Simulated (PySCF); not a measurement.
# Electron correlation in V (vanadium, neutral)

[Ar] 3d4 4s1, high-spin 6D determinant (an excited configuration). Computed with PySCF 2.14 in def2-QZVPPD, with no relativity, point nucleus. Frozen: [Ne]; 13 electrons correlated.

```csv
level,correlation energy (mhartree)
CCSD,-389.40
(T),-11.72
CCSD(T),-401.12
```

Diagnostics: T1 = 0.017, D1 = 0.0614, largest double amplitude 0.025.

Is a single reference adequate?

Yes: T1 lies below 0.03 and no double amplitude reaches 0.07.

This basis was not built for core-valence correlation, so the inner-shell part is incomplete.
